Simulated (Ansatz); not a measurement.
Relaxation of CH₈BNO (12 atoms, charge 0, multiplicity 1), to a largest force component of 0.03 eV/Å in at most 50 steps.

The calculation used RKS PBE-D4/def2-SVP in Ansatz 0.2.0.

```xyz
12
Properties=species:S:1:pos:R:3
B 0.071 -0.231 -0.056
H -0.038 -0.564 1.098
C 1.473 -0.083 -0.756
H 1.842 -1.104 -1.004
H 1.417 0.478 -1.712
H 2.247 0.371 -0.107
O -1.054 -0.174 -0.844
H -1.859 -0.398 -0.342
N -0.131 2.217 1.194
H 0.835 2.323 0.863
H -0.717 2.244 0.348
H -0.193 1.238 1.547
```

Where does it end, and by what steps?

The run converged. After 8 steps the energy has fallen by 0.070 eV; H12 moved furthest, 0.48 Å.

| step | energy less start (eV) | largest force component (eV/Å) | accepted |
| --- | --- | --- | --- |
| 0 | 0.0000 | 0.610 | yes |
| 1 | -0.0513 | 0.410 | yes |
| 2 | -0.0281 | 0.629 | no |
| 3 | -0.0624 | 0.167 | yes |
| 4 | -0.0661 | 0.193 | yes |
| 5 | -0.0678 | 0.080 | yes |
| 6 | -0.0692 | 0.078 | yes |
| 7 | -0.0695 | 0.062 | yes |
| 8 | -0.0695 | 0.013 | yes |

```xyz
12
Properties=species:S:1:pos:R:3
B 0.079 -0.355 -0.114
H -0.038 -0.840 1.007
C 1.485 -0.118 -0.772
H 1.889 -1.114 -1.067
H 1.445 0.507 -1.686
H 2.229 0.303 -0.064
O -1.047 -0.123 -0.860
H -1.859 -0.375 -0.385
N -0.138 2.378 1.165
H 0.797 2.336 0.741
H -0.787 2.107 0.416
H -0.165 1.611 1.849
```

Run time: 15 s on 2 threads of Arm Neoverse V2, on a shared host, peak memory 0.14 GiB.
